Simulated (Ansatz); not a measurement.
C3H3 (SMILES [CH]=C=C), doublet, at a GFN2-xTB geometry, with bond 5-3 at 1.4 times its length; Ansatz (a first-principles code) with CASSCF(3,3)/def2-SVP.

Input for Ansatz:
Ansatz 0.2 input:
```yaml
crystal:
  periodic: [false, false, false]
  atoms:
    - {symbol: C, position_ang: [0.00140388, -0.01899720, 0.10918779]}
    - {symbol: C, position_ang: [0.01684836, -0.22799011, 1.31038999]}
    - {symbol: C, position_ang: [-0.01571971, 0.21271738, -1.22260886]}
    - {symbol: H, position_ang: [0.03012627, -0.40766541, 2.34308704]}
    - {symbol: H, position_ang: [1.26607490, 0.25968507, -2.00969911]}
    - {symbol: H, position_ang: [-0.94516933, 0.36701923, -1.74008438]}
basis:
  gaussian:
    orbitals: def2-SVP
hamiltonian:
  xc: hf
correlation: {active_space: {window: {electrons: 3, orbitals: 3}}}
magnetization: {spin_polarized: false, initial_magnetization: 1}
```

It wrote (shortened):

```
Functional definition: HF
595 factors; integrals over basis functions are off by at most 1.7e-3 eV
mean field evaluation 1: about -3129.8591 eV, gradient 2.1e1 eV
mean field evaluation 2: about -3129.9374 eV, gradient 2.0e1 eV
mean field evaluation 4: about -3131.4923 eV, gradient 3.8e0 eV
mean field evaluation 8: about -3131.5860 eV, gradient 5.2e-1 eV
mean field evaluation 16: about -3131.6000 eV, gradient 2.8e-6 eV
mean field evaluation 32: about -3128.4340 eV, gradient 3.5e0 eV
mean field -3131.60003941 eV, -115.0841787735 hartree, gradient 2.8e-6 eV, S^2 0.750000; 3 other end points of the search recorded, 0 dependent functions left out
reference -3131.60003941 eV, -115.0841787735 hartree; 11, 10 occupied and 46, 47 virtual orbitals, 595 factors
state -3132.43868285 eV, -115.1149983516 hartree
2 active orbitals were swapped for others, from the solution at -3132.24230111 eV, -115.1077814556 hartree to that at -3132.43663855 eV, -115.1149232250 hartree; typed "places" are swapped only where nearly empty or full, and so, without "given_window_search", are "orbital_numbers", "shells" and a window whose orbitals a file names under [Active]
2 active orbitals were swapped for others, from the solution at -3132.43663855 eV, -115.1149232250 hartree to that at -3132.43868285 eV, -115.1149983516 hartree; typed "places" are swapped only where nearly empty or full, and so, without "given_window_search", are "orbital_numbers", "shells" and a window whose orbitals a file names under [Active]
Total energy: -3132.43868285 eV, -115.1149983516 hartree
```
